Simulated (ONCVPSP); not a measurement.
**Co (Z = 27): excitation energies, all-electron against ONCV**

```
Element                 : Co (Z = 27)
Generator               : ONCVPSP 4.0.1
Type                    : optimised norm-conserving Vanderbilt (ONCV)
Functional              : LDA (Perdew-Wang 92)
Relativity              : scalar-relativistic
Frozen core             : [Ne]
Valence charge          : 17
Reference configuration : 3s2 3p6 3d7.5 4s1.5
Partial waves           : 3s+4s: rc 1.10 bohr, ncon 3, nbas 7, qcut 13.7 1/bohr, 3 projectors, debl 2 Ha; 3p: rc 0.95 bohr, ncon 4, nbas 7, qcut 17.7 1/bohr, 1 projector; 3d: rc 1.30 bohr, ncon 4, nbas 9, qcut 13.7 1/bohr, 2 projectors, debl 1.8 Ha
Local potential         : polynomial inside 0.80 bohr (lpopt 3, dvloc0 6 Ha)
Core correction         : none
```

Energies are relative to the spin-unpolarised reference configuration 3s2 3p6 3d7.5 4s1.5; without spin polarisation the order of configurations can differ from experiment.

```csv
valence configuration,charge,ΔE all-electron (eV),error AE − PS (meV)
3s2 3p6 3d7 4s1,+1,10.273,+0.1
3s2 3p5 3d7 4s2,+1,74.410,-34
```

(1) What are ΔE and the potential's error for 3s2 3p6 3d7 4s0?

(2) What are ΔE and the potential's error for 3s2 3p6 3d7 4s2?

Levels in the configuration 3s2 3p6 3d7 4s2:

```
level  all-electron (eV)  pseudo (eV)
   3s           -101.873     -101.881
   3p            -65.516      -65.526
   3d             -8.461       -8.452
   4s             -5.674       -5.676
```

Results:

(1) ΔE = 27.351 eV all-electron; the error (AE − PS) is -1.2 meV.

(2) ΔE = 0.985 eV all-electron; the error (AE − PS) is +2.7 meV.
